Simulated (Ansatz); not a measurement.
Molecule: NaF (charge -1, doublet). SMILES of the parent species: [F][Na]
Geometry from a B3LYP-D3(BJ)/def2-TZVP (Ansatz, a quantum-chemistry and plane-wave program) optimisation:
```xyz
2

Na     0.0000     0.0000    -0.9034
F      0.0000     0.0000     1.1042
```
Charge -1, spin multiplicity 2.

Parts of the frozen-core correlation energy in def2-SVP (Ansatz, hartree). Frozen orbitals: 6; correlated occupied orbitals by spin: 5 and 4; virtual: 18 and 19. Open shells are spin-unrestricted. No spin-orbit coupling. No relativistic terms.

```json
[
 {"term": "reference (HF)", "value": "-261.18295"},
 {"term": "MP2 opposite-spin", "value": "___"},
 {"term": "MP2 same-spin", "value": "___"},
 {"term": "CCSD correlation", "value": "___"},
 {"term": "(T)", "value": "-0.00207"},
 {"term": "CCSDT minus CCSD(T)", "value": "-0.00021"},
 {"term": "CCSDT(Q) minus CCSD(T)", "value": "-0.00074"},
 {"term": "T1 diagnostic", "value": "0.019"},
 {"term": "largest doubles amplitude", "value": "0.044"},
 {"term": "<S^2> of the reference", "value": "0.750"}
]
```

Q: Some entries are withheld; supply them.

A: 
- MP2 opposite-spin, value: -0.14563
- MP2 same-spin, value: -0.05629
- CCSD correlation, value: -0.20357
